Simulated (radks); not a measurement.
The numbers below are computed, except where a source is named.
Q: Ionisation of Ti2+, [Ar] 3d2, to Ti3+, [Ar] 3d1, under several functionals. Dirac Kohn-Sham, spin-unpolarised, spherical densities, finite nucleus; open shells fill j = l - 1/2 first; a radial shooting solver on a logarithmic mesh with Libxc functionals. Known Delta-SCF values: OLYP 27.042 eV; B86b exchange with PBE correlation 26.993 eV; revPBE 26.884 eV. What does Wu-Cohen GGA give, and what is its highest occupied eigenvalue?

A: 26.955 eV by Delta-SCF; the 3d3/2 eigenvalue is -19.659 eV. NIST: 27.492 eV (measured).

Beside tabulated values, note that spin-unpolarised runs miss the spin-polarisation part of the exchange energy of open shells.
